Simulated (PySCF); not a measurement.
methyl (Z)-2,3-difluoroprop-2-enoate (C4H4F2O2), SMILES COC(=O)/C(F)=C/F.

Geometry optimised at B3LYP-D3(BJ)/def2-SVP. The values are those of a single conformer.

Calculation: PBE0/def2-TZVP run with PySCF.

Symmetry labels are those of the subgroup Cs that the program uses (full group Cs).

Computed valence orbital energies around the gap with their symmetry:
| orbital | symmetry | energy (eV) |
|---|---|---|
| HOMO−7 | A' | -12.75 |
| HOMO−6 | A' | -12.08 |
| HOMO−5 | A" | -11.61 |
| HOMO−4 | A' | -11.36 |
| HOMO−3 | A' | -10.63 |
| HOMO−2 | A" | -9.20 |
| HOMO−1 | A' | -8.58 |
| HOMO | A" | -7.88 |
| LUMO | A" | -1.48 |
| LUMO+1 | A' | 1.07 |
| LUMO+2 | A' | 1.49 |
| LUMO+3 | A" | 2.12 |
